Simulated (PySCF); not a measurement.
C4F5, SMILES C(F)(F)=[C]C(=C(F)F)F (connectivity only; charge and spin as stated), charge +1, multiplicity 1.

Geometry: PBE0-D3(BJ)/def2-SVP. The multiplicity is an assumed one; other spin states were not compared. The isomer is the one that the SMILES or the coordinates give; other isomers of the formula were not compared. The values are those of a single conformer.

Computed with HF/def2-TZVP in PySCF.

The total energy is -648.51168 hartree, the point group comes out as Cs and the highest occupied level is -17.47 eV. The lowest empty level is -5.96 eV and the orbital gap comes out as 11.50 eV. The dipole moment about the centre of nuclear charge comes out as 2.10 D.
